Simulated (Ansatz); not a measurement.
`[SiH3][Ge]([SiH3])([Cl])[Cl]` + `C#CO` → `C#C[SiH3]` + `[OH][Ge]([SiH3])([Cl])[Cl]`  (formal exchange of groups at the Si–Ge bond)

Calculated with Ansatz (gas phase, PBE0-D4/def2-TZVP geometries, no zero-point term in ΔE). CCSD(T)/CBS is the MP2 limit (def2-TZVPP, def2-QZVPP) plus CCSD(T) − MP2 in def2-TZVPP, frozen cores. This one scheme is used for every species. Functionals use def2-TZVPP. For Ge outer-core shells are correlated without core-valence functions, which leaves a few kJ/mol of doubt a bond. Scalar relativity is left out up to krypton. One conformer a species, not always the lowest.

| level | ΔE (kJ/mol) |
| --- | --- |
| r2SCANh-D4 | -142.2 |
| ωB97X-V | -145.1 |
| PBE-QIDH | -146.4 |
| CCSD/CBS(def2) | -156.3 |

What does CCSD(T)/CBS give? (Estimate.)

The calculation gave: -155.9 kJ/mol. The listed levels differ from it by 13.7, 10.8, 9.5, -0.4 kJ/mol.

Largest T1 diagnostic among the species: 0.013.

From BLYP to BHLYP (50 % exact exchange), in def2-TZVPP and without D4, ΔE moves by −11.1 kJ/mol. The D4 term adds +3.9 kJ/mol with B3LYP and +2.5 kJ/mol with PBE0; it sums over pairs of atoms, weighted by their polarisabilities, and B3LYP, whose exchange is more repulsive, gets the larger term.

CCSD(T)/CBS has its own doubt, a few kJ/mol and more with outer-core shells, so smaller differences from it don't rank the levels.

B3LYP here is the variant with VWN-RPA as its local correlation; programs differ in this.
